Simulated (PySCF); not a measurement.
**Cobalt: a sound run and one with changed settings**

Sound run: Co²⁺ [Ar] 3d7, Co³⁺ [Ar] 3d6. Calculation: PySCF 2.14, in x2c-SVPall; scalar relativity by spin-free X2C-1e. In the sound run the correlated levels freeze [Ar]. The sound run starts from symmetry-adapted Hartree-Fock orbitals and uses a fine grid where one is needed.

Changed run: all electrons correlated in a basis built for the valence shell.

```json
{"species": "Co²⁺", "method": "MP2", "sound run (hartree)": "-1390.92221", "changed run (hartree)": "-1391.04197", "converged": "yes"}
{"species": "Co³⁺", "method": "MP2", "sound run (hartree)": "-1389.71791", "changed run (hartree)": "-1389.84293", "converged": "yes"}
```

Ionisation energy of Co²⁺:

```csv
method,sound run (eV),changed run (eV)
UHF,31.460,31.460
MP2,32.771,32.627
SCS-MP2,32.741,32.560
```

A valence basis has no tight correlating functions, so it recovers only part of the core correlation, and not evenly between atom and ion.

For comparison, NIST gives 33.5 ± 0.06 eV between the lowest levels.
